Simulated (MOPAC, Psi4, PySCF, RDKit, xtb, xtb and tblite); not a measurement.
Two geometries of SMILES F/C=C\c1cccs1, relaxed at GFN2-xTB with one dihedral held; other torsions can differ between them too.

Structure A

```
13

F     -2.2910     1.4490     0.2692
C     -2.4559     0.3520    -0.4840
C     -1.4637    -0.4818    -0.7627
C     -0.0765    -0.2948    -0.3685
C      1.0227    -0.3019    -1.1780
C      2.2332    -0.1647    -0.4675
C      2.0437    -0.0925     0.8747
S      0.3832    -0.1745     1.3026
H     -3.4822     0.2281    -0.7961
H     -1.6776    -1.3171    -1.4143
H      0.9620    -0.3763    -2.2492
H      3.1996    -0.1276    -0.9376
H      2.7799     0.0034     1.6477
```

Structure B

```
13

F      2.2246     1.4566     0.2325
C      2.4481     0.3371    -0.4696
C      1.4945    -0.5427    -0.7246
C      0.1047    -0.3886    -0.2925
C     -0.4699    -0.8007     0.8693
C     -1.8433    -0.4765     0.9528
C     -2.2915     0.1787    -0.1455
S     -1.0497     0.4192    -1.3101
H      3.4802     0.2532    -0.7769
H      1.7471    -1.4189    -1.3051
H      0.0715    -1.3176     1.6414
H     -2.4620    -0.7222     1.7972
H     -3.2780     0.5432    -0.3515
```

**Question.** Which is lower in energy at the level DF-MP2 (frozen core)/cc-pVTZ // GFN2-xTB run with Psi4, and by how much?

**Answer.** A is lower, by 4.36 kJ/mol (dihedral C2–C3–C4–S8: 60° in A, 90° in B).

E(B) − E(A) in kJ/mol at the other levels, on the same two geometries: GFN2-xTB (xtb and tblite) 5.63; MMFF94 // GFN2-xTB (RDKit) 3.74; PBE0/def2-SVP // GFN2-xTB (Psi4) 5.85; PBE0-D3(BJ)/def2-SVP // GFN2-xTB (Psi4) 5.90; PBE/def2-SVP // GFN2-xTB (Psi4) 7.19; PBE-D3(BJ)/def2-SVP // GFN2-xTB (Psi4) 7.30; HF/cc-pVTZ // GFN2-xTB (Psi4) 0.95; UFF // GFN2-xTB (RDKit) 13.17; PM6, restricted, heats of formation // GFN2-xTB (MOPAC) 1.18; PM7, restricted, heats of formation // GFN2-xTB (MOPAC) 0.63; GFN1-xTB // GFN2-xTB (xtb) 6.23; restricted B3LYP/6-31G*, spherical d, density fitting // GFN2-xTB (PySCF) 6.14; restricted B3LYP/6-311+G**, spherical d, density fitting // GFN2-xTB (PySCF) 4.36; restricted B3LYP/3-21G // GFN2-xTB (PySCF) 5.75; restricted LDA (SVWN5)/6-31G*, spherical d, density fitting // GFN2-xTB (PySCF) 8.78.
